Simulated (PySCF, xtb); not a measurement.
C2H6OSi2, SMILES [SiH2]1O[SiH2]C=C1.

xtb with GFN2-xTB at its own geometry gives an orbital gap of 3.72 eV and a dipole moment of 1.02 D.

Geometry optimised at PBE0-D3(BJ)/def2-SVP. This is a generated structure with no PubChem entry under its InChIKey; it may be hypothetical.

Q: What does PySCF with CAM-B3LYP/def2-TZVP give? (An estimate is asked for; the answer gives what the named calculation found.)

A: gap 9.60 eV (levels -9.36 and 0.24 eV), dipole 1.62 D.
